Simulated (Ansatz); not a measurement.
System: hydroxy(trimethyl)silane, C3H10OSi, net charge 0, singlet state. SMILES: C[Si](C)(C)O
Structure (B3LYP-D3(BJ)/def2-TZVP (Ansatz, a quantum-chemistry and plane-wave program) minimum search):
```xyz
15

Si    -0.0066    -0.0066     0.0338
C      1.8101     0.2824    -0.3267
C     -0.6654    -1.3271    -1.1220
C     -0.9803     1.5752    -0.1366
O     -0.2151    -0.4691     1.6190
H      1.9566     0.6240    -1.3546
H      2.3940    -0.6331    -0.2001
H      2.2264     1.0396     0.3411
H     -0.5693    -1.0183    -2.1661
H     -1.7212    -1.5271    -0.9271
H     -0.1200    -2.2676    -1.0078
H     -2.0356     1.4096     0.0894
H     -0.9111     1.9708    -1.1527
H     -0.6065     2.3388     0.5485
H      0.2134    -1.2748     1.9158
```
Charge 0, spin multiplicity 1.

Wanted: vertical ionisation energy (to the doublet state of charge +1; each state is the SCF solution reached for its spin; for the doublet the Hartree-Fock reference is unstable and T1 is 0.030), in eV. Correlated levels leave the core frozen unless marked. UHF or UKS for open shells. No spin-orbit coupling. No relativistic terms. 

| level | program | vertical ionisation energy (eV) |
|---|---|---|
| HF/aug-cc-pV(Q+d)Z | Ansatz | 9.86 |
| RI-HF/aug-cc-pV(T+d)Z | Ansatz | 9.86 |
| SVWN5/def2-TZVPD | Ansatz | 9.72 |
| PBE/def2-TZVPD | Ansatz | 9.56 |
| r2SCAN/def2-TZVPD | Ansatz | 9.73 |
| B3LYP/def2-TZVPD | Ansatz | 9.96 |
| PBE0/def2-TZVPD | Ansatz | 9.95 |
| BHLYP/def2-TZVPD | Ansatz | 10.25 |
| CAM-B3LYP/def2-TZVPD | Ansatz | 10.22 |
| wB97M-V/def2-TZVPD | Ansatz | 10.23 |
| wB97X-V/def2-TZVPD | Ansatz | 10.26 |
| B2PLYP/def2-TZVPD | Ansatz | 10.10 |
| RI-MP2/aug-cc-pV(T+d)Z | Ansatz | 10.65 |
| RI-MP2/aug-cc-pV(Q+d)Z | Ansatz | 10.70 |
| CCSD/aug-cc-pV(D+d)Z | Ansatz | 10.34 |
| CCSD/aug-cc-pV(T+d)Z | Ansatz | 10.47 |
| CCSD(T)/aug-cc-pV(D+d)Z | Ansatz | 10.27 |
| CCSD(T)/aug-cc-pV(T+d)Z | Ansatz | 10.41 |
